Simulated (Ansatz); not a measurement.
`C[BH][InH2]` and `CBS` differ in one atom or group.

Ansatz, PBE0-D4/def2-TZVP geometries, multiplicity 1. Each molecule was computed in one conformer, which needn't be the lowest.

Elements past krypton have def2 core potentials.

```
                                        property  `C[BH][InH2]`
               LUMO energy (PBE/def2-TZVPP) / eV          -2.60
size of the dipole moment (B3LYP/def2-TZVPP) / D           1.70
              LUMO energy (PBE0/def2-TZVPP) / eV          -1.64
               HOMO energy (PBE/def2-TZVPP) / eV          -5.80
            HOMO–LUMO gap (PBE0/def2-TZVPP) / eV           5.24
             HOMO energy (B3LYP/def2-TZVPP) / eV          -6.71
```

Question: What does the change do to each property? (An estimate is asked.)

Answer: Ansatz gave: 
```json
{"property": "LUMO energy (PBE/def2-TZVPP) / eV", "`CBS`": "-1.72", "shift": "0.88"}
{"property": "size of the dipole moment (B3LYP/def2-TZVPP) / D", "`CBS`": "0.53", "shift": "-1.17"}
{"property": "LUMO energy (PBE0/def2-TZVPP) / eV", "`CBS`": "-0.76", "shift": "0.88"}
{"property": "HOMO energy (PBE/def2-TZVPP) / eV", "`CBS`": "-6.94", "shift": "-1.14"}
{"property": "HOMO–LUMO gap (PBE0/def2-TZVPP) / eV", "`CBS`": "7.34", "shift": "2.10"}
{"property": "HOMO energy (B3LYP/def2-TZVPP) / eV", "`CBS`": "-7.85", "shift": "-1.14"}
```

With PBE0 the HOMO falls by 1.23 eV and the LUMO rises by 0.88 eV, so the gap widens by about 2.11 eV. PBE moves the HOMO by -1.14 eV and ωB97M-V by -1.32 eV. The zero-point energy changes by -0.7 kJ/mol with -3 modes. Dipoles are sizes alone; their direction can turn.

B3LYP here is the variant with VWN-RPA as its local correlation; programs differ in this.
